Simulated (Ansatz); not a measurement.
Isolated molecules relaxed with PBE0-D4/def2-TZVP in Ansatz; ΔE leaves out vibrations. CCSD(T)/CBS is the MP2 limit (def2-TZVPP, def2-QZVPP) plus CCSD(T) − MP2 in def2-TZVPP, frozen cores. This one scheme is used for every species. Functionals use def2-TZVPP. Each species was taken in one conformer, which may not be the lowest.

Consider the formal exchange of groups at a B–O bond: `CB(C)O` + CH₃NH₂ → `CB(C)CN` + H₂O.

```csv
level,ΔE (kJ/mol)
BLYP-D4,141.1
HF/CBS(def2),154.9
```

What does CCSD(T)/CBS give? (An estimate is asked.)

The calculation gave: +135.3 kJ/mol. The listed levels differ from it by 5.8, 19.6 kJ/mol.

What do rigid-rotor, harmonic-oscillator terms from PBE0-D4/def2-TZVP frequencies (298.15 K, 1 bar) make of the CCSD(T)/CBS value? (An estimate is asked.)

Ansatz gave: ΔZPE = -10.1 kJ/mol, ΔH = +128.6 kJ/mol, ΔS = -14 J/(mol·K), ΔG = +132.7 kJ/mol.

Largest T1 diagnostic among the species: 0.011.

At CCSD(T), def2-SVP lies +29.6 kJ/mol from the extrapolated value and def2-TZVPP +4.9 kJ/mol. Leaving LDA and LC-ωPBE aside and taking each functional with its dispersion term where it has one, the values, not all of them listed here, spread over 15.5 kJ/mol, from revPBE-D4 to B2PLYP. LDA lies −4.6 kJ/mol from PBE without D4. The D4 term adds −8.0 kJ/mol with B3LYP and −4.6 kJ/mol with PBE0; it sums over pairs of atoms, weighted by their polarisabilities, and B3LYP, whose exchange is more repulsive, gets the larger term.

B3LYP here is the variant with VWN-RPA as its local correlation; programs differ in this.
